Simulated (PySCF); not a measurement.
Below is a simulated gas-phase P 2p photoelectron spectrum of `[PH3]->[Cu][Cl]` (Cu(PH3)Cl).

Every computed line was given a Gaussian of 0.7 eV full width at half maximum and an area set by the number of equivalent atoms (split 2:1 within a doublet); the highest printed point is 100. Computed with PySCF 2.14.0, delta-SCF UKS SCAN, pcX-2 on the ionised atom (unc-x2c-TZVPall on a metal), pcseg-1 elsewhere, spin-free X2C.

binding energy (eV), intensity and a bar:
```
    137.5          0 
    137.6          1 
    137.7          2 #
    137.8          5 ##
    137.9         11 ###
    138.0         21 ######
    138.1         36 ###########
    138.2         55 #################
    138.3         76 #######################
    138.4         92 ############################
    138.5        100 ##############################
    138.6         98 #############################
    138.7         86 ##########################
    138.8         71 #####################
    138.9         56 #################
    139.0         46 ##############
    139.1         44 #############
    139.2         46 ##############
    139.3         50 ###############
    139.4         51 ###############
    139.5         48 ##############
    139.6         41 ############
    139.7         31 #########
    139.8         21 ######
    139.9         13 ####
    140.0          7 ##
    140.1          3 #
    140.2          1 
    140.3          1 
    140.4          0
```

**Question.** Count the maxima, the lines and the sites behind this envelope.

**Answer.** The curve has 2 maxima (at 138.5 and 139.4 eV). Under it lie 2 lines from 1 inequivalent phosphorus site, drawn as a 2p3/2, 2p1/2 pair.

**Question.** Decompose the envelope and assign each component. Bonds: Cu1–P2, Cu1–Cl6. Hydrogens: H3, H4, H5 on P2.

**Answer.** 
| position (eV) | relative area | line | atoms | environment |
| --- | --- | --- | --- | --- |
| 138.52 | 0.67 | P 2p3/2 | P2 | phosphorus bonded to Cu and 3 H |
| 139.41 | 0.33 | P 2p1/2 | P2 | phosphorus bonded to Cu and 3 H |

**Question.** What are the centre and the root-mean-square width of the whole band?

**Answer.** The area-weighted mean of the lines is 138.82 eV. Their own spread about it is 0.42 eV (rms) and each Gaussian has σ = 0.7/2.355 = 0.30 eV; the variances add, which gives 0.51 eV.

No satellites, vibrations or lifetime broadening are included. Spin–orbit coupling isn't in the SCF: each 2p doublet comes from a relaxed spin-free hole plus a matrix of the shell (mean-field spin–orbit coupling and the ground-state 2p splitting), with 2p3/2 averaged over its two sublevels. 2p1/2 minus 2p3/2 (ligand field included): P 0.89 eV. Isolated species at its PBE0-D3(BJ)/def2-SVP geometry, gas phase. Metal 2p energies of this one-determinant scheme are less reliable than its 1s energies.
